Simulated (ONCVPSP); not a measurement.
## What one change does to a pseudopotential (cerium (Ce), ONCV)

```
Element                 : cerium
Generator               : ONCVPSP 4.0.1
Type                    : optimised norm-conserving Vanderbilt (ONCV)
Functional              : PBE
Relativity              : scalar-relativistic
Frozen core             : [Xe]
Valence charge          : 4
Reference configuration : 4f1 5d1 6s2
Partial waves           : 6s: rc 3.50 bohr, ncon 4, nbas 7, qcut 1.6 1/bohr, 3 projectors, debl 3.3 Ha; p scattering state at 0.22 Ha: rc 3.75 bohr, ncon 4, nbas 7, qcut 2.3 1/bohr, 3 projectors, debl 1.9 Ha; 5d: rc 4.00 bohr, ncon 3, nbas 8, qcut 3.2 1/bohr, 3 projectors, debl 3.7 Ha; 4f: rc 1.00 bohr, ncon 5, nbas 10, qcut 17.8 1/bohr, 2 projectors, debl 2.9 Ha
Local potential         : polynomial inside 0.95 bohr (lpopt 2, dvloc0 4 Ha)
Core correction         : Teter function, fcfact 1.5, rcfact 1.75
```

In the p channel the program set the typed energies aside and used 0.050, 1.950, 3.850 Ha.

All-electron outer shells of the reference configuration (PBE, scalar-relativistic, ld1.x):

```json
{"shell": "5p", "level (eV)": "-23.22", "outermost node (bohr)": "0.81", "outermost maximum (bohr)": "1.55"}
{"shell": "4f", "level (eV)": "-5.38", "outermost node (bohr)": "–", "outermost maximum (bohr)": "0.71"}
{"shell": "6s", "level (eV)": "-3.74", "outermost node (bohr)": "1.82", "outermost maximum (bohr)": "3.72"}
{"shell": "5d", "level (eV)": "-3.06", "outermost node (bohr)": "0.92", "outermost maximum (bohr)": "2.15"}
```

Change: s: qcut 1.5.

Cutoffs: the cutoffs (Ha) at which the residual kinetic energy of the hardest occupied pseudo-wave falls to 1 and 0.1 mHa per electron; they do not see the model core or the augmentation charge, which bear on the density cutoff. Errors are all-electron minus pseudo energies relative to the spin-unpolarised reference configuration.

Q: What does the change do?

A: The potential gets neither clearly harder nor softer (129 Ha and 143 Ha → 129 Ha and 143 Ha); both files keep a bound ghost (s); the errors of the 3 common tests hardly move.

| quantity | base | changed |
| --- | --- | --- |
| cutoff, loose | 129 Ha | 129 Ha |
| cutoff, tight | 143 Ha | 143 Ha |
| loose cutoff by channel | s 1.7 Ha, d 3.8 Ha, f 129 Ha | s 2.0 Ha, d 3.8 Ha, f 129 Ha |
| bound ghosts | s | s |
| GHOST(+) flags under 300 eV | p at 3.2 eV, d at 98.8 eV, p at 122.0 eV, s at 158.2 eV, d at 219.9 eV | p at 3.2 eV, d at 98.8 eV, p at 122.0 eV, s at 158.2 eV, d at 219.9 eV |
| tests counted as reliable (solved cleanly; for ONCVPSP, near-neutral configurations with less than one 5d electron left out) | 3 of 4 | 3 of 4 |
| error for 4f1 5d1 6s1, meV [ΔE 6.07 eV] | -75 | -74 |
| error for 4f1 5d1 6s0, meV [ΔE 17.15 eV] | -335 | -332 |
| error for 4f1 5d0 6s0, meV [ΔE 36.33 eV] | -99 | -89 |
| s: phases at 3.55 bohr within 0.05 rad from the reference energy up to (Ha; the scan ends near 5) | 1.4 | 1.4 |
| p: phases at 3.81 bohr within 0.05 rad from the reference energy up to (Ha; the scan ends near 5) | 0.1 | 0.1 |
| d: phases at 4.07 bohr within 0.05 rad from the reference energy up to (Ha; the scan ends near 5) | -0.1 | -0.1 |
| f: phases at 1.02 bohr within 0.05 rad from the reference energy up to (Ha; the scan ends near 5) | to the end of the scan | to the end of the scan |
| rms error of d²Exc/dni dnj with the model core, mHa | 45.88 | 46.01 |

 A true bound ghost makes a file unfit for plane-wave use even where its test errors are small: the radial tests pick states by their node count and pass the ghost by.
